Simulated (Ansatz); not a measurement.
Ansatz results at the PBE0-D4/def2-TZVP geometry: HOMO energy (B3LYP/def2-TZVPP) -6.05 eV; HOMO energy (PBE0/def2-TZVPP) -6.26 eV; HOMO–LUMO gap (PBE0/def2-TZVPP) 5.97 eV.

Each molecule was computed in one conformer, which needn't be the lowest.

Q: Which molecule gave them?
A. `OB(O)[O][Zn][F]`
B. `FCC(=S)S`
C. `[CH3][Zn][CH2]S`
D. `C[CH2][Zn][SH]`

A: C. The others give `OB(O)[O][Zn][F]`: -8.76, -9.01, 7.79; `FCC(=S)S`: -6.61, -6.85, 4.55; `C[CH2][Zn][SH]`: -6.82, -7.08, 6.64.

B3LYP here is the variant with VWN-RPA as its local correlation; programs differ in this.
